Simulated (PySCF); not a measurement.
**Unknown compound**

The spectra below were simulated for a compound C₂H₂BF₅O₂.

1H NMR (600 MHz, computed): δ 6.87 (t, J = 82.2 Hz, 1H), 4.76 (br, 1H).

13C{1H} NMR (computed): δ 131.8 (C, q, J = 335.6 Hz), 120.9 (CH, t, J = 326.6 Hz).

Non-relativistic, isolated molecule, one computed conformer, averaged over atoms made equivalent by symmetry, fast rotation or ring inversion. J: B3LYP/pcJ-1 (spin–dipole term only in couplings to heteroatoms); shielding tensors at PBE/pcSseg-1 (GIAO); PBE0-D3(BJ)/def2-SVP structure; PySCF 2.14.

Scale: TMS for 1H (σref 31.20), 13C (σref 180.03) (reference shieldings calculated alike).

Deduce the structure.

Results:


- 2 carbon signals for 2 carbons: no two carbons are equivalent.
- Carbon types of the structure: 1 × C, 1 × CH, leaving 1 H on heteroatoms.
- δC 131.8: CF3 carbon; 4 electronegative neighbours deshield it.
- δC 120.9: sp3 CH bonded to 2 F and O; 3 electronegative neighbours deshield it.
- δH 6.87: hydrogen on an sp3 CH bonded to 2 F and O; its carbon carries F and O, which withdraws density.
- δH 4.76: hydrogen on a boron bonded to 2 O.

Structure: `FC(F)OBOC(F)(F)F`.

The data come from this structure; uniqueness wasn't tested.

Hydrogens on boron are broadened and split by 11B (spin 3/2, 80 %) and 10B (spin 3). C–F couplings over four or more bonds (about 3 Hz to the para carbon of a fluoroarene) are left out. Common functionals overestimate the size of one-bond C–F couplings by tens of Hz; these are unscaled. Multiplet labels drop couplings under 1 Hz and merge nearly equal ones. Shifts are as computed. Against solution values, carbons near 30 ppm lie about +2 ppm off and those near 130 ppm about +2 ppm. Of 1211 compounds with measured shifts, 218 miss one by over three times the rms of a fit or turn the order of signals round; such compounds aren't used in these exercises.
